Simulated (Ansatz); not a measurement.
K2Bi⁻ was relaxed with PBE-D4 (def2-TZVPD) in Ansatz in these states: charge -1 quintet, charge -1 triplet. The geometries follow in no particular order.

In the def2 sets Bi takes a core potential; there is no spin–orbit coupling.

A:

Cartesian coordinates in Å:
```
K -1.328 0.067 1.950
K 2.314 -0.044 -0.461
Bi -0.986 -0.023 -1.489
```

B:

```
atom   x (Å)   y (Å)   z (Å)
  K1  -0.133  -1.176  -2.130
  K2  -1.073  -0.483   2.134
 Bi3   1.207   1.659  -0.004
```

Q: Judge from the bond lengths which geometry belongs to which state (an estimate).

A: A is the charge -1 triplet (K2–Bi3 3.457 Å, K1–Bi3 3.457 Å, K1–K2 4.369 Å); B is the charge -1 quintet (K2–Bi3 3.788 Å, K1–Bi3 3.788 Å, K1–K2 4.421 Å).

At PBE-D4/def2-TZVPD the highest occupied level of the charge -1 triplet lies above zero (up to 0.52 eV). It is a level of α spin, whose loss leaves a doublet; that state wasn't run at this geometry and level. The electron is either unbound and held by the finite basis, or the level is raised by self-interaction error. At PBE-D4/def2-TZVPD the highest occupied level of the charge -1 quintet lies above zero (up to 0.51 eV). It is a level of α spin, whose loss leaves a quartet; that state wasn't run at this geometry and level. The electron is either unbound and held by the finite basis, or the level is raised by self-interaction error. At PBE0-D4/def2-TZVPD a triplet lies 0.54 eV below the charge -1 quintet. These are the stationary points nearest to one start from a short search; other shapes may lie lower in each state.
